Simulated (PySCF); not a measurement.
Computed shifts of a molecule C₄H₆S, PySCF with B3LYP/pcSseg-1, GIAO, gas phase, equivalent atoms averaged, in ppm (number of nuclei): ¹³C: 145.1 (1), 130.6 (1), 44.9 (1), 42.3 (1). ¹H: 6.49 (1), 5.98 (1), 3.61 (1), 3.50 (1), 3.16 (1), 3.08 (1). References: ¹³C against TMS (σ = 181.3 ppm); ³³S against H2S (σ = 695.8 ppm); ¹H against TMS (σ = 31.68 ppm), references at their B3LYP-D3(BJ)/def2-TZVP geometries, non-relativistic. The structure is a stationary point at PBE-D3(BJ)/def2-SVP. Other conformers were not sampled.

**Question.** Identify the compound among the candidates.
(A) C=C=CSC
(B) C#CCCS
(C) C=C1CCS1
(D) C1=CSCC1

**Answer.** D, C1=CSCC1
